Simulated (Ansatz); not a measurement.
`[CH3][Al]([SiH3])[Br]` + `OBCl` → `[SiH3]OBCl` + `[CH3][AlH][Br]`  (cleavage of the Si–Al bond)

Gas-phase electronic energies from Ansatz, PBE0-D4/def2-TZVP geometries. CCSD(T)/CBS adds triple-zeta CCSD(T) − MP2 to the extrapolated MP2 energy (def2 sets, frozen cores). This one scheme is used for every species. DFT in def2-TZVPP. B3LYP here is the variant with VWN-RPA as its local correlation; programs differ in this. For Br outer-core shells are correlated without core-valence functions, which leaves a few kJ/mol of doubt a bond. Scalar relativity is left out up to krypton. Each species was taken in one conformer, which may not be the lowest.

```json
{"level": "PBE-D4", "ΔE (kcal/mol)": "-11.5", "difference from CCSD(T)/CBS": "6.5"}
{"level": "r2SCAN-D4", "ΔE (kcal/mol)": "-16.3", "difference from CCSD(T)/CBS": "1.7"}
{"level": "PBE0-D4", "ΔE (kcal/mol)": "-13.4", "difference from CCSD(T)/CBS": "4.6"}
{"level": "ωB97X-V", "ΔE (kcal/mol)": "-17.7", "difference from CCSD(T)/CBS": "0.3"}
{"level": "ωB97M-V", "ΔE (kcal/mol)": "-19.0", "difference from CCSD(T)/CBS": "-1.0"}
{"level": "B2PLYP", "ΔE (kcal/mol)": "-18.9", "difference from CCSD(T)/CBS": "-0.9"}
{"level": "PBE", "ΔE (kcal/mol)": "-11.3", "difference from CCSD(T)/CBS": "6.7"}
{"level": "PBE0", "ΔE (kcal/mol)": "-13.3", "difference from CCSD(T)/CBS": "4.7"}
{"level": "B3LYP", "ΔE (kcal/mol)": "-17.7", "difference from CCSD(T)/CBS": "0.3"}
{"level": "MP2/def2-TZVPP", "ΔE (kcal/mol)": "-19.7", "difference from CCSD(T)/CBS": "-1.7"}
{"level": "CCSD/def2-TZVPP", "ΔE (kcal/mol)": "-18.4", "difference from CCSD(T)/CBS": "-0.4"}
{"level": "CCSD(T)/def2-TZVPP", "ΔE (kcal/mol)": "-17.6", "difference from CCSD(T)/CBS": "0.4"}
{"level": "MP2/def2-QZVPP", "ΔE (kcal/mol)": "-20.1", "difference from CCSD(T)/CBS": "-2.1"}
{"level": "SCS-MP2/def2-QZVPP", "ΔE (kcal/mol)": "-21.1", "difference from CCSD(T)/CBS": "-3.1"}
{"level": "HF/CBS(def2)", "ΔE (kcal/mol)": "-24.5", "difference from CCSD(T)/CBS": "-6.5"}
{"level": "MP2/CBS(def2)", "ΔE (kcal/mol)": "-20.1", "difference from CCSD(T)/CBS": "-2.1"}
{"level": "CCSD(T)/CBS", "ΔE (kcal/mol)": "-18.0", "difference from CCSD(T)/CBS": "0"}
```

Largest T1 diagnostic among the species: 0.012.

In def2-TZVPP, CCSD(T) changes the Hartree–Fock value by +6.2 kcal/mol (the triples alone add +0.8 kcal/mol) and MP2 by +4.1 kcal/mol. From PBE to PBE0 (25 % exact exchange), in def2-TZVPP and without D4, ΔE moves by −2.0 kcal/mol.
